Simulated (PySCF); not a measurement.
Computed shifts of a molecule C5H9Cl, PBE/pcSseg-1 (PySCF), GIAO, gas phase, atoms alike by connectivity averaged where their shifts nearly agree, in ppm (number of nuclei): ¹³C: 142.5 (1), 134.9 (1), 38.7 (1), 31.9 (1), 20.9 (1). ¹H: 6.48 (1), 6.30 (1), 3.20 (1), 2.27 (1), 1.85 (1), 1.75 (1), 1.60 (3). References: ¹³C against TMS (σ = 182.0 ppm); ³⁵Cl against HCl (σ = 936.5 ppm); ¹H against TMS (σ = 31.49 ppm), references at their B3LYP-D3(BJ)/def2-TZVP geometries, non-relativistic (without spin–orbit terms, shifts of atoms bonded to Cl or Br come out too high). Geometry: PBE-D3(BJ)/def2-SVP. One conformer was computed; it need not be the lowest.

Problem. Which molecule gave these data?
A) C[C@@H]1C(Cl)[C@H]1C
B) C/C=C/CCCl
C) CCC/C=C\Cl
D) ClCCC1CC1

Solution. C, CCC/C=C\Cl
